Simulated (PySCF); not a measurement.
Si(OMe)Cl3, CH₃Cl₃OSi.
Bonds: Si1–O2, Si1–Cl7, Si1–Cl8, Si1–Cl9, O2–C3. Hydrogens: H4, H5, H6 on C3.

A GFN2-xTB structure was refined with PBE0-D3(BJ)/def2-SVP geometry optimisation, gas phase (PySCF). Its GFN2-xTB values:

| coordinate | GFN2-xTB |
| --- | --- |
| Si1–O2 | 1.587 Å |
| Si1–Cl7 | 1.997 Å |
| Si1–Cl8 | 2.084 Å |
| Si1–Cl9 | 1.963 Å |
| O2–C3 | 1.375 Å |
| C3–H4 | 1.025 Å |
| Si1–O2–C3 | 128.2° |
| O2–Si1–Cl7 | 114.3° |
| O2–Si1–Cl8 | 99.5° |
| Cl7–Si1–Cl8 | 109.0° |
| Cl7–Si1–Cl9 | 112.8° |
| Cl7–Si1–O2–C3 | -62° |

Q: How do these coordinates change at the PBE0-D3(BJ)/def2-SVP level?

A: 
```csv
coordinate,PBE0-D3(BJ)/def2-SVP (Å or °),change
Si1–Cl9,2.044,+0.081
C3–H4,1.103,+0.078
Si1–Cl8,2.027,-0.057
Si1–Cl7,2.045,+0.048
Si1–O2,1.628,+0.041
O2–C3,1.409,+0.034
O2–Si1–Cl8,107.4,+7.9
Cl7–Si1–Cl9,107.9,-4.9
O2–Si1–Cl7,110.5,-3.8
Si1–O2–C3,125.9,-2.3
Cl7–Si1–Cl8,110.4,+1.4
Cl7–Si1–O2–C3,-60,+2
```

The energy falls by 44.0 kJ/mol over 12 energy and gradient evaluations, the largest force component goes from 0.0668 to 3.0e-04 Eh/bohr, and the atoms move by 0.117 Å rms after alignment. The bond that changes most is Si1–Cl9 (ends: silicon bonded to 3 Cl and O; chlorine bonded to Si), which lengthens by 0.081 Å. Bonds longer at the end by more than 0.005 Å: 6 of 8; shorter: 2. Rotational constants go from 1417, 1296, 1210 to 1432, 1255, 1162 MHz.

The run used 115 basis functions and 75 SCF cycles in all. The run took 2.1 min wall on AMD EPYC, one thread, no GPU, shared host with 64 logical CPUs at a one-minute load of 60, and the process peaked at 0.49 GiB of memory.

No PBE0-D3(BJ)/def2-SVP frequencies stand behind this structure, so it isn't proved a minimum.
